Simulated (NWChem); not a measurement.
System: C$_{2}$H$_{6}$BClS; SMILES CSB(Cl)C

Excerpt of the output:

```
             Northwest Computational Chemistry Package (NWChem) 7.3.0
             --------------------------------------------------------

 CS  symmetry detected

                             Geometry "geometry" -> ""
                             -------------------------

 Output coordinates in angstroms (scale by  1.889725989 to convert to a.u.)

  No.       Tag          Charge          X              Y              Z
 ---- ---------------- ---------- -------------- -------------- --------------
    1 B                    5.0000     0.30744269     0.39641324     0.00000000
    2 Cl                  17.0000    -0.40230232     2.02874583     0.00000000
    3 C                    6.0000     1.86518269     0.18965203     0.00000000
    4 H                    1.0000     2.18550676    -0.39831645     0.88704000
    5 H                    1.0000     2.41971271     1.14698310     0.00000000
    6 H                    1.0000     2.18550676    -0.39831645    -0.88704000
    7 S                   16.0000    -0.90221086    -0.93582653     0.00000000
    8 C                    6.0000     0.13068526    -2.44733679     0.00000000
    9 H                    1.0000     0.76647704    -2.49612907    -0.90423700
   10 H                    1.0000    -0.56158833    -3.30950427     0.00000000
   11 H                    1.0000     0.76647704    -2.49612907     0.90423700

 Effective nuclear repulsion energy (a.u.)     256.7957149639

      Symmetry information
      --------------------

 Group name             Cs
 Group number              2
 Group order               2
 No. of unique centers     9

  pbe96 is a nonlocal functional; adding pw91lda local functional.

                                 NWChem DFT Module
                                 -----------------

 Summary of "ao basis" -> "ao basis" (spherical)
 ------------------------------------------------------------------------------
       Tag                 Description            Shells   Functions and Types
 ---------------- ------------------------------  ------  ---------------------
 B                           sto-3g                  3        5   2s1p
 Cl                          sto-3g                  5        9   3s2p
 C                           sto-3g                  3        5   2s1p
 H                           sto-3g                  1        1   1s
 S                           sto-3g                  5        9   3s2p

      Symmetry analysis of basis
      --------------------------

        a'         30
        a"          9

            General Information
            -------------------
          SCF calculation type: DFT
          Wavefunction type:  closed shell.
          No. of atoms     :    11
          No. of electrons :    56
           Alpha electrons :    28
            Beta electrons :    28
          Charge           :     0
          Spin multiplicity:     1
          Use of symmetry is: on ; symmetry adaption is: on
          Maximum number of iterations: 150
          AO basis - number of functions:    39
                     number of shells:    25
          Convergence on energy requested:  1.00D-06
          Convergence on density requested:  1.00D-05
          Convergence on gradient requested:  5.00D-04

              XC Information
              --------------
          PerdewBurkeErnzerhof Exchange Functional  1.000
            Perdew 1991 LDA Correlation Functional  1.000 local
           PerdewBurkeErnz. Correlation Functional  1.000 non-local

             Grid Information
             ----------------
          Grid used for XC integration:  medium
          Radial quadrature: Mura-Knowles
          Angular quadrature: Lebedev.
          Tag              B.-S. Rad. Rad. Pts. Rad. Cut. Ang. Pts.
          ---              ---------- --------- --------- ---------
          B                   0.85       49          10.0       434
          Cl                  1.00       88          12.0       590
          C                   0.70       49          11.0       434
          H                   0.35       45          12.0       434
          S                   1.00       88          10.0       590
          Grid pruning is: on
          Number of quadrature shells:   503
          Spatial weights used:  Erf1

      Superposition of Atomic Density Guess
      -------------------------------------

 Sum of atomic energies:        -948.97745701

      Non-variational initial energy
      ------------------------------

 Total energy =    -949.566549
 1-e energy   =   -1827.315272
 2-e energy   =     620.953008
 HOMO         =      -0.123675
 LUMO         =       0.267742

      Symmetry analysis of molecular orbitals - initial
      -------------------------------------------------

  Numbering of irreducible representations:

     1 a'          2 a"

  Orbital symmetries:

     1 a'          2 a'          3 a'          4 a'          5 a'
     6 a'          7 a'          8 a'          9 a"         10 a'
    11 a'         12 a'         13 a"         14 a'         15 a'
    16 a'         17 a'         18 a'         19 a'         20 a"
    21 a'         22 a"         23 a"         24 a'         25 a'
    26 a'         27 a'         28 a"         29 a"         30 a'
    31 a'         32 a'         33 a'         34 a"         35 a'
    36 a'         37 a"         38 a'

     ---------------------------------------------
      Total Density - Mulliken Population Analysis
     ---------------------------------------------

[...]
```

Level: PBE/STO-3G. Structure relaxed at the PBE-D3(BJ)/def2-SVP level.

### Question
Which NWChem input produces such a log?

### Answer
This is not unique; one that fits is the input that was run:
```
start job
memory heap 200 mb stack 900 mb global 1100 mb
geometry units angstroms noautoz
  B      0.292745     0.411299     0.000000
  Cl    -0.434253     2.036021     0.000000
  C      1.852588     0.221052     0.000000
  H      2.179123    -0.363490     0.887040
  H      2.396945     1.184204     0.000000
  H      2.179123    -0.363490    -0.887040
  S     -0.902727    -0.933681     0.000000
  C      0.146124    -2.434164     0.000000
  H      0.782397    -2.476218    -0.904237
  H     -0.536977    -3.303617     0.000000
  H      0.782397    -2.476218     0.904237
end
basis spherical
  * library sto-3g
end
dft
  xc xpbe96 cpbe96
  iterations 150
  mulliken
end
task dft energy
```
